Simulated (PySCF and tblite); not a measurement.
Results of a calculation; reference values are marked as such.
2 diastereomers of C6H7F7, numbered alike:

| isomer | SMILES | descriptors (one enantiomer) |
| --- | --- | --- |
| A | [F:1][CH2:2][C@@H:3]([F:4])[CH2:5][C@H:6]([F:7])[C:8]([F:9])([F:10])[CH:11]([F:12])[F:13] | 3S, 6S |
| B | [F:1][CH2:2][C@H:3]([F:4])[CH2:5][C@H:6]([F:7])[C:8]([F:9])([F:10])[CH:11]([F:12])[F:13] | 3R, 6S |

Each isomer is a Boltzmann average at 298.15 K over at most 6 conformers: GFN2-xTB geometries, energies PBE0/6-31G* (D3(BJ) added where defined), GIAO shieldings PBE0/6-31G*, GFN2-xTB thermal terms. Programs: PySCF with density fitting and tblite.

Question: What shifts does each isomer give (ppm; of two unlike H on one atom, a is the less shielded)?

Answer: 
A: ¹H (against TMS): 6.35 (H11, 1H), 5.50 (H6, 1H), 5.14 (H3, 1H), 4.90 (H2a, 1H), 4.83 (H2b, 1H), 2.24 (H5a, 1H), 2.20 (H5b, 1H). ¹³C (against TMS): 118.0 (C8), 112.5 (C11), 86.5 (C6), 85.6 (C3), 82.7 (C2), 33.5 (C5). ¹⁹F (against CFCl3): -145.2 (F10), -146.8 (F9), -149.7 (F12), -153.8 (F13), -217.3 (F4), -228.9 (F7), -249.7 (F1).

B: ¹H (against TMS): 6.42 (H11, 1H), 5.52 (H6, 1H), 5.33 (H3, 1H), 5.01 (H2a, 1H), 4.84 (H2b, 1H), 2.31 (H5a, 1H), 2.28 (H5b, 1H). ¹³C (against TMS): 118.2 (C8), 112.3 (C11), 86.3 (C6), 86.0 (C3), 82.4 (C2), 33.8 (C5). ¹⁹F (against CFCl3): -145.9 (F10), -148.0 (F9), -151.9 (F12), -157.0 (F13), -219.7 (F4), -222.8 (F7), -243.8 (F1).

The conformer set may be incomplete (the search or the number kept was capped). Unscaled ¹⁹F shifts at such levels can be off by tens of ppm; differences between conformers or isomers are more reliable. Shifts are unscaled: against experiment ¹³C can be off by 15 ppm or more and ¹H by 0.8 ppm.
